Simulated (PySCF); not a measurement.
1-fluorobicyclo[2.2.2]octane, C8H13F.
Geometry (PBE0-D3(BJ)/def2-SVP, Å), atoms numbered from 1 in this order:
```
atom  x, y, z in Å
F1     0.2902    2.4578   -1.0017
C2     0.1119    1.1906   -0.4752
C3    -0.8816    0.4245   -1.3388
C4    -1.1053   -0.9799   -0.7339
C5    -0.2186   -1.1556    0.5024
C6     1.2470   -0.9634    0.1014
C7     1.4492    0.4620   -0.4606
C8    -0.5971   -0.1014    1.5469
C9    -0.4254    1.3113    0.9447
H10   -0.4841    0.3699   -2.3640
H11   -1.8171    1.0021   -1.3919
H12   -0.8737   -1.7641   -1.4715
H13   -2.1611   -1.1205   -0.4534
H14   -0.3607   -2.1640    0.9225
H15    1.8964   -1.1348    0.9740
H16    1.5271   -1.7217   -0.6467
H17    2.1585    1.0451    0.1469
H18    1.8492    0.4454   -1.4860
H19    0.0345   -0.2245    2.4407
H20   -1.6354   -0.2614    1.8771
H21   -1.3786    1.8612    0.9117
H22    0.2746    1.9254    1.5317
```

Method: TDDFT CAM-B3LYP/def2-SVPD, vertical, gas phase, core orbitals frozen in the response in PySCF 2.14.0, density-fitted response routines.

Kohn–Sham orbitals with the atoms that hold most of them (Löwdin shares over 4%, at most four atoms; ? is withheld):

| orbital | ε (eV) | atoms |
| --- | --- | --- |
| HOMO-3 | -10.51 | C7 9%, C3 9%, C9 9%, C6 9% |
| HOMO-2 | -10.47 | C5 17%, H14 12%, C8 8%, C6 8% |
| HOMO-1 | -9.57 | C2 14%, C9 12%, C8 10%, C5 10% |
| HOMO | -9.57 | C2 14%, C3 11%, C5 10%, C7 10% |
| LUMO | 1.13 | ? |
| LUMO+1 | 1.95 | H14 10%, F1 9%, C3 6%, C7 6% |
| LUMO+2 | 2.03 | H16 12%, H20 11%, C8 9%, C6 8% |

(1) Which atoms hold the LUMO, and with what shares?

Results:

(1) C6 (bonded to 2 C and 2 H) 8%; C4 (bonded to 2 C and 2 H) 8%; C8 (bonded to 2 C and 2 H) 8%; H14 (bonded to C) 7%. By element: carbon 24% or more, hydrogen 7% or more.

Within 0.005 eV of a neighbour in this list lie HOMO-1/HOMO.

**Question.** The HOMO–LUMO gap is 10.69 eV. Where does the response calculation put the lowest singlet, and from which orbitals?

**Answer.** S1 is at 7.91 eV (f = 0.0009), 2.79 eV below the gap, made of HOMO-1/HOMO→LUMO (≥95%). S1/S2 lie within about 0.01 eV of each other. Without the coupling terms of the response equations the lowest excitation would equal the gap.

Next come S2 at 7.91 eV (f 0.0009), HOMO-1/HOMO→LUMO (≥95%); S3 at 8.60 eV (f 0.0002), HOMO-3→LUMO (43%), HOMO-2→LUMO (25%), HOMO-1/HOMO→LUMO+2 (≥11%); S4 at 8.70 eV (f 0.0058), HOMO-2→LUMO (63%), HOMO-3→LUMO (28%); S5 at 8.83 eV (f 0.055), HOMO-1/HOMO→LUMO+1 (≥76%).

Orbitals of the list HOMO-3 to LUMO+2 that lie within 0.01 eV of each other are written together with a slash and their weights summed (≥ marks a lower bound); for degenerate orbitals outside that list single weights are arbitrary.

Löwdin shares depend on the basis, the more so with diffuse functions.

Time: 6.7 min of wall time. Hardware: one thread of an Arm Neoverse V1, on a shared host.
